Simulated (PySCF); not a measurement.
disilazane (H7NSi2), singlet, geometry from GFN2-xTB, with bond 5-1 at 3.0 times its length; PBE/3-21G run with PySCF.

The PySCF input:
```python
from pyscf import gto, scf, dft

mol = gto.M(
    atom='''
Si    1.493033   -0.294674    0.377757
N     0.071777   -0.112458   -0.595000
Si   -1.522670    0.358034   -0.109403
H     2.600860   -0.448419   -0.566127
H     1.863280    3.332412    2.808611
H     1.410228   -1.470968    1.253170
H     0.117434   -0.570145   -1.490852
H    -2.189297   -0.691900    0.671698
H    -2.257680    0.603145   -1.350981
H    -1.385520    1.564090    0.703100
''',
    basis='3-21g',
    charge=0,
    spin=0,
    verbose=4,
)

mf = dft.RKS(mol)
mf.xc = 'pbe'
mf.kernel()
mo_i, mo_e, stable_i, stable_e = mf.stability(internal=True, external=True, return_status=True, nroots=6, tol=1e-6)
print('internally stable:', stable_i, ' externally stable:', stable_e)
if not stable_e:
    umf = mf.to_uhf() if not hasattr(mf, 'xc') else mf.to_uks()
    umf.scf_summary = {}
    umf.kernel(umf.make_rdm1(mo_e, umf.mo_occ))
mf.analyze()
```

What does PySCF print? Leave out banner, timings and long lists.


```
PySCF version 2.14.0

[INPUT] verbose = 4
[INPUT] num. atoms = 10
[INPUT] num. electrons = 42
[INPUT] charge = 0
[INPUT] spin (= nelec alpha-beta = 2S) = 0
[INPUT] symmetry False subgroup None
[INPUT] Mole.unit = angstrom
[INPUT] Symbol           X                Y                Z      unit          X                Y                Z       unit  Magmom
[...]
nuclear repulsion = 152.020753573968
number of shells = 33
number of NR pGTOs = 90
number of NR cGTOs = 49
basis = 3-21g
ecp = {}

******** <class 'pyscf.dft.rks.RKS'> ********
method = RKS
initial guess = minao
damping factor = 0
level_shift factor = 0
DIIS = <class 'pyscf.scf.diis.CDIIS'>
diis_start_cycle = 1
diis_space = 8
diis_damp = 0
SCF conv_tol = 1e-09
SCF conv_tol_grad = None
SCF max_cycles = 50
direct_scf = True
direct_scf_tol = 1e-13
XC library pyscf.dft.libxc version 7.1.2
    S. Lehtola, C. Steigemann, M. J. T. Oliveira, and M. A. L. Marques,  SoftwareX 7, 1–5 (2018)
XC functionals = pbe
    J. P. Perdew, K. Burke, and M. Ernzerhof,  Phys. Rev. Lett. 77, 3865 (1996)
    J. P. Perdew, K. Burke, and M. Ernzerhof,  Phys. Rev. Lett. 78, 1396 (1997)
    J. P. Perdew, K. Burke, and M. Ernzerhof,  Phys. Rev. Lett. 77, 3865 (1996)
    J. P. Perdew, K. Burke, and M. Ernzerhof,  Phys. Rev. Lett. 78, 1396 (1997)
radial grids:
    Treutler-Ahlrichs [JCP 102, 346 (1995); DOI:10.1063/1.469408] (M4) radial grids

becke partition: Becke, JCP 88, 2547 (1988); DOI:10.1063/1.454033
pruning grids: <function nwchem_prune>
grids dens level: 3
symmetrized grids: False
atomic radii adjust function: <function treutler_atomic_radii_adjust>
small_rho_cutoff = 0
Set gradient conv threshold to 3.16228e-05
Initial guess from minao.
tot grids = 120920
init E= -633.617057626002
cycle= 1 E= -633.782828857736  delta_E= -0.166  |g|= 0.577  |ddm|= 2.69
cycle= 2 E= -633.344507311385  delta_E= 0.438  |g|=    1  |ddm|= 2.69
cycle= 3 E= -633.648634116072  delta_E= -0.304  |g|= 0.249  |ddm|= 1.38
cycle= 4 E= -633.662258133079  delta_E= -0.0136  |g|= 0.588  |ddm|= 2.32
cycle= 5 E= -633.718630093377  delta_E= -0.0564  |g|= 0.426  |ddm|= 0.278
cycle= 6 E= -633.715645534061  delta_E= 0.00298  |g|= 0.433  |ddm|= 0.0165
cycle= 7 E= -633.648329468549  delta_E= 0.0673  |g|= 0.32  |ddm|= 2.26
cycle= 8 E= -633.622817864027  delta_E= 0.0255  |g|= 0.341  |ddm|= 0.178
cycle= 9 E= -633.643358166736  delta_E= -0.0205  |g|= 0.362  |ddm|= 0.177
cycle= 10 E= -633.641860131798  delta_E= 0.0015  |g|= 0.363  |ddm|= 0.00993
cycle= 11 E= -633.636535444718  delta_E= 0.00532  |g|= 0.361  |ddm|= 0.032
cycle= 12 E= -633.590805003859  delta_E= 0.0457  |g|= 0.411  |ddm|= 0.289
cycle= 13 E= -633.697188155263  delta_E= -0.106  |g|= 0.485  |ddm|= 2.23
cycle= 14 E= -633.619312123581  delta_E= 0.0779  |g|= 0.646  |ddm|= 0.342
cycle= 15 E= -633.629394894114  delta_E= -0.0101  |g|= 0.63  |ddm|= 0.0592
cycle= 16 E= -633.731145902619  delta_E= -0.102  |g|= 0.392  |ddm|= 0.449
cycle= 17 E= -633.595570402672  delta_E= 0.136  |g|= 0.399  |ddm|= 2.25
cycle= 18 E= -633.600493286497  delta_E= -0.00492  |g|= 0.391  |ddm|= 0.0378
cycle= 19 E= -633.588409444853  delta_E= 0.0121  |g|= 0.416  |ddm|= 0.0778
cycle= 20 E= -633.6112812066  delta_E= -0.0229  |g|= 0.376  |ddm|= 0.152
cycle= 21 E= -633.605361248786  delta_E= 0.00592  |g|= 0.382  |ddm|= 0.0476
cycle= 22 E= -633.613141964424  delta_E= -0.00778  |g|= 0.373  |ddm|= 0.0573
cycle= 23 E= -633.617200267712  delta_E= -0.00406  |g|= 0.358  |ddm|= 0.139
cycle= 24 E= -633.626614543651  delta_E= -0.00941  |g|= 0.638  |ddm|= 2.25
cycle= 25 E= -633.602499407005  delta_E= 0.0241  |g|= 0.682  |ddm|= 0.0806
cycle= 26 E= -633.620936600277  delta_E= -0.0184  |g|= 0.365  |ddm|= 2.24
cycle= 27 E= -633.6086638102  delta_E= 0.0123  |g|= 0.373  |ddm|= 0.126
cycle= 28 E= -633.587737431942  delta_E= 0.0209  |g|= 0.416  |ddm|= 0.166
cycle= 29 E= -633.585147344281  delta_E= 0.00259  |g|= 0.421  |ddm|= 0.0175
cycle= 30 E= -633.602260861201  delta_E= -0.0171  |g|= 0.381  |ddm|= 0.113
cycle= 31 E= -633.622551706943  delta_E= -0.0203  |g|= 0.357  |ddm|= 0.176
cycle= 32 E= -633.629323061468  delta_E= -0.00677  |g|= 0.355  |ddm|= 0.0531
cycle= 33 E= -633.618004386256  delta_E= 0.0113  |g|= 0.638  |ddm|= 2.23
cycle= 34 E= -633.624023805422  delta_E= -0.00602  |g|= 0.627  |ddm|= 0.0214
cycle= 35 E= -633.653468860261  delta_E= -0.0294  |g|= 0.563  |ddm|= 0.148
cycle= 36 E= -633.980065986463  delta_E= -0.327  |g|= 0.0729  |ddm|= 1.55
cycle= 37 E= -633.640917804433  delta_E= 0.339  |g|= 0.332  |ddm|= 1.44
cycle= 38 E= -633.628254420078  delta_E= 0.0127  |g|= 0.334  |ddm|= 0.0894
cycle= 39 E= -633.630540742977  delta_E= -0.00229  |g|= 0.333  |ddm|= 0.0173
cycle= 40 E= -633.635912669154  delta_E= -0.00537  |g|= 0.335  |ddm|= 0.0445
cycle= 41 E= -633.631483753389  delta_E= 0.00443  |g|= 0.335  |ddm|= 0.0332
cycle= 42 E= -633.981219334498  delta_E= -0.35  |g|= 0.0638  |ddm|= 1.63
cycle= 43 E= -633.981713810627  delta_E= -0.000494  |g|= 0.0513  |ddm|= 0.0661
cycle= 44 E= -633.983302768877  delta_E= -0.00159  |g|= 0.0175  |ddm|= 0.0608
cycle= 45 E= -633.95773455252  delta_E= 0.0256  |g|= 0.19  |ddm|= 0.372
cycle= 46 E= -633.934601516798  delta_E= 0.0231  |g|= 0.254  |ddm|= 0.134
cycle= 47 E= -633.975526829722  delta_E= -0.0409  |g|= 0.107  |ddm|= 0.286
cycle= 48 E= -633.982858412428  delta_E= -0.00733  |g|= 0.0306  |ddm|= 0.245
cycle= 49 E= -633.983501013447  delta_E= -0.000643  |g|= 0.000534  |ddm|= 0.0552
cycle= 50 E= -633.983500876039  delta_E= 1.37e-07  |g|= 0.000681  |ddm|= 0.00214
SCF not converged.
SCF energy = -633.983500876039
rhf_internal: lowest eigs of H = [0.47798401 0.64822046 0.66249385 0.69884721 0.80853768 0.84674457]
<class 'pyscf.dft.rks.RKS'> wavefunction is stable in the internal stability analysis

WARN: QR decomposition removed 1 vectors.

rhf_real2complex: lowest eigs of H = [0.01237436 0.08105835 0.15618099 0.16160061 0.1659883  0.19033684]
<class 'pyscf.dft.rks.RKS'> wavefunction is stable in the real -> complex stability analysis
rhf_external: lowest eigs of H = [-0.07793349  0.06287368  0.14408408  0.15225385  0.16044892  0.18327384]
<class 'pyscf.dft.rks.RKS'> wavefunction has an RHF/RKS -> UHF/UKS instability
internally stable: True  externally stable: False

******** <class 'pyscf.dft.uks.UKS'> ********
method = UKS
initial guess = minao
damping factor = 0
level_shift factor = 0
DIIS = <class 'pyscf.scf.diis.CDIIS'>
diis_start_cycle = 1
diis_space = 8
diis_damp = 0
SCF conv_tol = 1e-09
SCF conv_tol_grad = None
SCF max_cycles = 50
direct_scf = True
direct_scf_tol = 1e-13
number electrons alpha = 21  beta = 21
XC library pyscf.dft.libxc version 7.1.2
    S. Lehtola, C. Steigemann, M. J. T. Oliveira, and M. A. L. Marques,  SoftwareX 7, 1–5 (2018)
XC functionals = pbe
    J. P. Perdew, K. Burke, and M. Ernzerhof,  Phys. Rev. Lett. 77, 3865 (1996)
    J. P. Perdew, K. Burke, and M. Ernzerhof,  Phys. Rev. Lett. 78, 1396 (1997)
    J. P. Perdew, K. Burke, and M. Ernzerhof,  Phys. Rev. Lett. 77, 3865 (1996)
    J. P. Perdew, K. Burke, and M. Ernzerhof,  Phys. Rev. Lett. 78, 1396 (1997)
radial grids:
    Treutler-Ahlrichs [JCP 102, 346 (1995); DOI:10.1063/1.469408] (M4) radial grids

becke partition: Becke, JCP 88, 2547 (1988); DOI:10.1063/1.454033
pruning grids: <function nwchem_prune>
grids dens level: 3
symmetrized grids: False
atomic radii adjust function: <function treutler_atomic_radii_adjust>
small_rho_cutoff = 0
Set gradient conv threshold to 3.16228e-05
init E= -633.936909082199
cycle= 1 E= -633.56880748328  delta_E= 0.368  |g|= 0.332  |ddm|= 1.39
cycle= 2 E= -633.3362532519  delta_E= 0.233  |g|= 0.785  |ddm|= 2.04
cycle= 3 E= -633.702361414075  delta_E= -0.366  |g|= 0.307  |ddm|= 1.02
cycle= 4 E= -633.955066334348  delta_E= -0.253  |g|= 0.172  |ddm|= 0.869
cycle= 5 E= -633.702927414928  delta_E= 0.252  |g|= 0.243  |ddm|= 1.14
cycle= 6 E= -633.779208383218  delta_E= -0.0763  |g|= 0.251  |ddm|=  1.5
cycle= 7 E= -633.767557759696  delta_E= 0.0117  |g|= 0.252  |ddm|= 0.0549
cycle= 8 E= -633.880478883662  delta_E= -0.113  |g|= 0.224  |ddm|= 0.402
cycle= 9 E= -634.014365969736  delta_E= -0.134  |g|= 0.0538  |ddm|= 0.863
cycle= 10 E= -634.016404760511  delta_E= -0.00204  |g|= 0.0619  |ddm|= 0.156
cycle= 11 E= -634.020687254505  delta_E= -0.00428  |g|= 0.0448  |ddm|= 0.114
cycle= 12 E= -634.022585258945  delta_E= -0.0019  |g|= 0.0277  |ddm|= 0.0847
cycle= 13 E= -634.023091019666  delta_E= -0.000506  |g|= 0.0117  |ddm|= 0.0345
cycle= 14 E= -634.023204145862  delta_E= -0.000113  |g|= 0.00491  |ddm|= 0.0351
cycle= 15 E= -634.023226113355  delta_E= -2.2e-05  |g|= 0.000741  |ddm|= 0.0091
cycle= 16 E= -634.023226672086  delta_E= -5.59e-07  |g|= 0.00029  |ddm|= 0.0015
cycle= 17 E= -634.023226737404  delta_E= -6.53e-08  |g|= 0.000133  |ddm|= 0.000811
cycle= 18 E= -634.023226758186  delta_E= -2.08e-08  |g|= 2.04e-05  |ddm|= 0.000344
cycle= 19 E= -634.023226758496  delta_E= -3.1e-10  |g|= 7.41e-06  |ddm|= 5.41e-05
Extra cycle  E= -634.023226758469  delta_E= 2.71e-11  |g|= 1.18e-05  |ddm|= 3.12e-05
converged SCF energy = -634.023226758469  <S^2> = 0.99499319  2S+1 = 2.2315853
**** SCF Summaries ****
Total Energy =                        -633.983500876039443
Nuclear Repulsion Energy =             152.020753573967824
One-electron Energy =                -1178.577470893068039
Two-electron Energy =                  392.573216443060858
Two-electron Coulomb Energy =          443.300411790583098
DFT Exchange-Correlation Energy =      -50.727195347522219
**** MO energy ****
[...]
 ** Mulliken pop on meta-lowdin orthogonal AOs  **
 ** Mulliken pop  **
 ** Mulliken atomic charges  **
charge of    0Si =      0.35709
charge of    1N =     -0.62734
charge of    2Si =      0.48531
charge of    3H =     -0.05718
charge of    4H =     -0.12228
charge of    5H =     -0.05617
charge of    6H =      0.22972
charge of    7H =     -0.08533
charge of    8H =     -0.06463
charge of    9H =     -0.05919
Dipole moment(X, Y, Z, Debye): -1.27041, -2.64944, -2.45370
```

Convergence was not reached.
